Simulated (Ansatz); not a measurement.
Species: C6H13 (charge 0, doublet). It need not be the lowest isomer of its formula. 
Geometry from a B3LYP-D3(BJ)/def2-TZVP (Ansatz, an electronic-structure program) optimisation:
```
C
C 1 1.5315
H 2 1.0924 1 110.82
H 2 1.0925 3 107.87 1 121.83
H 2 1.0925 3 107.87 4 116.34
C 1 1.5316 2 109.51 3 60.23
H 6 1.0912 1 111.22 2 -179.24
H 6 1.0923 7 107.93 1 -121.57
H 6 1.0928 7 108.02 8 -116.35
C 1 1.5316 2 109.51 3 -60.23
H 10 1.0912 1 111.22 2 179.24
H 10 1.0923 11 107.93 1 121.57
H 10 1.0928 11 108.02 12 116.35
C 1 1.5629 2 108.07 3 180.00
H 14 1.0951 1 107.06 2 -57.18
H 14 1.0951 15 106.92 1 -114.46
C 14 1.4828 15 109.74 16 -118.96
H 17 1.0811 14 121.22 15 -33.85
H 17 1.0811 18 117.39 14 175.27
```
Charge 0, spin multiplicity 2.

Total electronic energies in hartree. Valence correlation only, unless marked. UHF or UKS for open shells. No spin-orbit coupling. No relativistic terms. Basis-set limits of correlation are two-point, X^-3; Hartree-Fock from the larger set. The bracket is a focal-point correction in the basis named.

```tsv
level	program	energy (Eh)
BLYP-D3(BJ)/def2-TZVPD	Ansatz + dftd3	-236.37194
revPBE/def2-TZVPD	Ansatz	(withheld)
r2SCAN-D3(BJ)/def2-TZVPD	Ansatz + dftd3	-236.34945
B97M-V/def2-TZVPD	Ansatz	(withheld)
CAM-B3LYP/def2-TZVPD	Ansatz	-236.34922
MP2/6-31G	Ansatz	-235.17601
MP2/cc-pwCVTZ	Ansatz	-235.86688
SCS-MP2/6-31G*	Ansatz	-235.49969
RI-MP2/CBS(cc-pVTZ,cc-pVQZ)+[CCSD(T)-MP2]/cc-pVTZ	Ansatz	-236.0901
```

Some entries are withheld; supply them.


- revPBE/def2-TZVPD, energy (Eh): -236.41179
- B97M-V/def2-TZVPD, energy (Eh): -236.50050
